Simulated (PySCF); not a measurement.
C7H12P (charge +1).
Bonds: C1–C2, C2–C3 (double), C3–C4, C3–P5, P5–C6, C6–C7, C7–C8, C2–P5, C6–C8. Hydrogens: H9, H10, H11 on C1; H12, H13, H14 on C4; H15 on P5; H16 on C6; H17, H18 on C7; H19, H20 on C8.

NICS is the negative of the GIAO shielding at a point without a nucleus: at the ring centre (0) and 1 Å above and below it (1); zz is the component along the ring normal. Level: GIAO PBE0/pcSseg-1 (PySCF, non-relativistic, gas phase) on the GFN2-xTB geometry, one conformer.

Rings: 1. C2–C3–P5; 2. C6–C7–C8.

```json
{"set": "P", "NICS(0)": "-25.7", "NICS(1), two faces": "-10.3 / -11.1", "NICS(1)zz, two faces": "-14.0 / -17.7"}
{"set": "Q", "NICS(0)": "-44.8", "NICS(1), two faces": "-10.0 / -8.3", "NICS(1)zz, two faces": "-23.0 / -23.7"}
```

**Question.** Which set (ppm) belongs to which ring?

**Answer.** P = 1, Q = 2.
- 1 (3-membered ring with P; formal bonds 1 double, 2 single): mean NICS(1)zz -15.8 ppm, shielded. P5 has four or more neighbours; no verdict on aromaticity is drawn.
- 2 (3-membered carbocycle; formal bonds all single): mean NICS(1)zz -23.4 ppm, shielded. C6, C7, C8 have four or more neighbours, and the NICS criterion for π rings isn't applied.

**Question.** How do the rings differ in shape?

**Answer.** 
```
ring     bond lengths (Å)  rms pucker (Å)  HOMA  nearest outside atom to a NICS(1) probe (Å)
   1  1.342, 1.789, 1.792            0.00     –                                hydrogen 1.83
   2  1.508, 1.487, 1.510            0.00     –                                hydrogen 1.45
```

The values belong to the conformer `[CH3:1][C:2]1=[C:3]([CH3:4])[PH+:5]1[CH:6]1[CH2:7][CH2:8]1`: C3–P5–C6–C7 -179°.
